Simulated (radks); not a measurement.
Problem. These are the eigenvalues of the occupied orbitals of an atom or ion with whole-number occupations (eV). All-electron calculation, non-relativistic Kohn-Sham, Tao-Mo meta-GGA, spin-polarised, spherical densities, point nucleus; meta-GGA in the generalised Kohn-Sham scheme. Program: a radial shooting solver on a logarithmic mesh with Libxc functionals.

1s up: -48654.88
1s down: -48654.88
2s up: -7767.708
2s down: -7767.661
2p up: -7391.120
2p down: -7391.088
3s up: -1714.427
3s down: -1712.381
3p up: -1546.819
3p down: -1544.902
3d up: -1237.001
3d down: -1235.515
4s up: -333.7468
4s down: -329.6618
4p up: -267.8581
4p down: -263.6633
4d up: -150.8475
4d down: -146.4607
5s up: -42.1904
5s down: -40.3619
5p up: -24.8527
5p down: -23.4604
4f up: -8.2151
4f down: -4.1384
6s up: -3.5304
6s down: -3.3747

Which element is it, and in what charge state? The configuration may be excited. Open shells, if any, are filled with parallel spins first.

Solution. Z = 65, terbium, charge 0: Tb in [Xe] 4f9 6s2. The list shows which subshells hold electrons but not how many an open one holds; the 1s level, -1788 hartree, gives Z - s = 59.8 by -(Z - s)^2/2, which with screening narrows Z to a few neighbours, and the depths of the outer levels then fix element, charge and occupations together.
